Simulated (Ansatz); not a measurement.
C$_{3}$HN$_{3}$Si (`N#C[SiH](C#N)C#N`), relaxed with RKS PBE-D4/def2-SVP in Ansatz 0.2.0 from a rough embedded geometry. The force threshold is 0.03 eV/Å; the program also tests the step.

The species carries charge 0 and has multiplicity 1.

Start:

```xyz
8

N    -1.345    0.827   -2.542
C    -0.810    0.616   -1.459
Si    0.016    0.343    0.238
C     1.758   -0.139   -0.030
N     2.940   -0.370   -0.106
C    -0.924   -1.022    1.175
N    -1.508   -1.838    1.748
H    -0.126    1.584    0.976
```

Task: By how much does the energy fall, and how many steps does the optimiser take? (Best estimate.)

Result: Ansatz gave: 30.62 kJ/mol, in 3 steps.

Task: Which bonds change most? (Estimate.)

Result: The calculation gave: C2–Si3 from 1.907 to 1.849 Å; Si3–C6 from 1.903 to 1.849 Å; N1–C2 from 1.226 to 1.173 Å; Si3–H8 from 1.451 to 1.491 Å.

Task: Give the relaxed structure. (An estimate is asked.)

Result: Ansatz gave: 
```xyz
8

N    -1.302    0.755   -2.480
C    -0.802    0.593   -1.431
Si   -0.024    0.377    0.233
C     1.740   -0.122   -0.004
N     2.869   -0.414   -0.138
C    -0.904   -0.991    1.113
N    -1.469   -1.842    1.689
H    -0.107    1.643    1.018
```
